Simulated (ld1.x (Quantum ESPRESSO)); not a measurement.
# antimony, TM: configuration errors across variants

ld1.x (Quantum ESPRESSO) 7.5 input, shortened:

```
&input
   title='Sb', zed=51., rel=2, dft='REVPBE', iswitch=3,
   config='[Kr] 4d10 5s2 5p3', rel_dist='average'
 /
 &inputp
   pseudotype=2, tm=.true., lloc=0,
   nlcc=.true., new_core_ps=.true., rcore=1.00
 /
3
5P  2  1   3.00   0.00  2.55  2.55  0.0
4D  3  2  10.00   0.00  1.25  1.25  0.0
5S  1  0   2.00   0.00  2.05  2.05  0.0
 &test
   configts(1)='4d10 5s2 5p3'
 /
```

Open shells are filled in proportion to 2j + 1 (rel_dist='average').

All-electron excitation energies from the reference (eV): (1) 4d10 5s2 5p2 8.279; (2) 4d10 5s2 5p1 24.187; (3) 4d10 5s2 5p0 48.501; (4) 4d10 5s1 5p3 16.968; (5) 4d10 5s2 5p2.5 3.245; (6) 4d10 5s1 5p4 8.063.

Errors AE − PS in meV (a dash: test not solved or not reliable):

```csv
change,(1),(2),(3),(4),(5),(6),bound ghosts
base,+1.0,+2.1,-7.4,+2.9,+0.2,-1.1,none
wave 4d (bound): rc 1.25 bohr becomes 4d (bound): rc 0.86 bohr,+1.0,+2.0,-7.5,+2.9,–,-1.1,none
wave 4d (bound): rc 1.25 bohr becomes 4d (bound): rc 1.00 bohr,–,+2.0,-7.5,+2.9,+0.2,-1.1,none
wave 4d (bound): rc 1.25 bohr becomes 4d (bound): rc 1.28 bohr,+1.0,+2.1,-7.4,+2.9,+0.2,-1.1,none
wave 4d (bound): rc 1.25 bohr becomes 4d (bound): rc 1.40 bohr,+1.0,+2.1,-7.3,+2.9,+0.2,-1.2,none
wave 4d (bound): rc 1.25 bohr becomes 4d (bound): rc 1.54 bohr,+1.0,+2.1,-7.1,+2.9,+0.2,-1.2,none
wave 4d (bound): rc 1.25 bohr becomes 4d (bound): rc 1.70 bohr,+1.0,+2.2,-6.9,+2.9,+0.2,-1.2,none
wave 4d (bound): rc 1.25 bohr becomes 4d (bound): rc 1.88 bohr,+1.0,+2.2,-6.8,+2.9,+0.2,-1.2,none
```

Problem. Give the same row for: wave 4d (bound): rc 1.25 bohr becomes 4d (bound): rc 1.14 bohr.

Solution. +1.0, +2.0, -7.4, +2.9, +0.2, -1.2; bound ghosts: none.
